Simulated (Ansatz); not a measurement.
A nudged elastic band was laid between two geometries of C3H9NOSe (15 atoms, charge 0, multiplicity 1).

All numbers below come from Ansatz 0.2.0, RKS PBE-D4/def2-SVP.

- movable images: 9
- climbing image: yes
- spring: 5.0 eV/Å²
- optimiser: quadratic models (default)
- start path: IDPP
- force threshold: 0.03 eV/Å
- iteration limit: 56
- end points: relaxed

Initial state:

```xyz
15
Properties=species:S:1:pos:R:3
C -2.003 0.321 0.212
O -0.722 0.217 0.801
C 0.137 -0.682 0.146
N -0.083 -2.044 0.575
Se 2.010 -0.233 0.626
C 2.030 1.458 -0.364
H -2.625 -0.596 0.356
H -1.942 0.529 -0.884
H -2.525 1.164 0.705
H 0.050 -0.504 -0.963
H 0.562 -2.673 0.082
H -1.037 -2.344 0.330
H 2.961 1.990 -0.092
H 1.157 2.058 -0.045
H 2.009 1.289 -1.458
```

Final state:

```xyz
15
Properties=species:S:1:pos:R:3
C -2.021 0.338 -0.121
O -0.716 0.305 0.438
C 0.067 -0.746 -0.058
N -0.381 -2.021 0.418
Se 1.957 -0.367 0.516
C 2.051 1.506 -0.060
H -2.564 -0.615 0.060
H -1.991 0.522 -1.222
H -2.562 1.171 0.367
H 0.054 -0.763 -1.175
H 0.042 -2.798 -0.100
H -0.179 -2.136 1.419
H 2.939 1.958 0.421
H 1.133 2.013 0.287
H 2.148 1.584 -1.160
```

Q: Which bonds break or form, and what moves?

A: No bond is made or broken. The height of N4 over the plane of its neighbours goes from -0.39 to 0.35 Å.

Q: What energy profile does the band end with?

A: The run converged. The highest image is number 2 of 0 to 10, 0.5 kJ/mol above the first end and 26.3 kJ/mol above the last; the last end lies 25.8 kJ/mol below the first. Beside the main top the profile has a ripple of under 15 meV (maxima at images 2, 8), which may be a very shallow well or noise. The top lies less than 8 meV above the higher end, about what the thresholds resolve: that end is a shoulder or a very shallow well. A vibrational analysis at the climbing image gives one clearly imaginary mode, 164i cm⁻¹: a first-order saddle point.

| image | path coordinate (Å) | energy (kJ/mol) | height of N4 over the plane of its neighbours (Å) |
| --- | --- | --- | --- |
| 0 | 0.00 | 0.0 | -0.39 |
| 1 | 0.41 | 0.1 | -0.38 |
| 2 | 0.83 | 0.5 | -0.37 |
| 3 | 1.35 | -2.0 | -0.33 |
| 4 | 1.86 | -10.2 | -0.31 |
| 5 | 2.38 | -18.3 | -0.32 |
| 6 | 2.90 | -22.2 | -0.34 |
| 7 | 3.42 | -22.5 | -0.33 |
| 8 | 3.94 | -16.5 | -0.21 |
| 9 | 4.46 | -22.3 | 0.25 |
| 10 | 4.98 | -25.8 | 0.35 |

Q: What is the geometry of the highest image?

A: 
```xyz
15
Properties=species:S:1:pos:R:3:forces:R:3
C -1.958 0.313 0.079 0.00 0.00 0.00
O -0.742 0.145 0.785 0.00 0.00 0.00
C 0.163 -0.723 0.153 0.00 0.00 0.00
N -0.034 -2.087 0.588 0.00 0.00 0.00
Se 2.015 -0.211 0.674 0.00 0.00 0.00
C 2.010 1.501 -0.283 0.00 0.00 0.00
H -2.529 -0.640 -0.033 0.00 0.00 0.00
H -1.790 0.733 -0.942 0.00 0.00 0.00
H -2.580 1.022 0.659 0.00 0.00 0.00
H 0.103 -0.568 -0.958 0.00 0.00 0.00
H 0.293 -2.756 -0.117 0.00 0.00 0.00
H -1.029 -2.261 0.769 0.00 0.00 0.00
H 2.947 2.030 -0.026 0.00 0.00 0.00
H 1.145 2.100 0.061 0.00 0.00 0.00
H 1.965 1.352 -1.379 0.00 0.00 0.00
```

Time of the run: 12 min on 2 threads of Arm Neoverse V2 (shared host), peak memory 0.21 GiB.
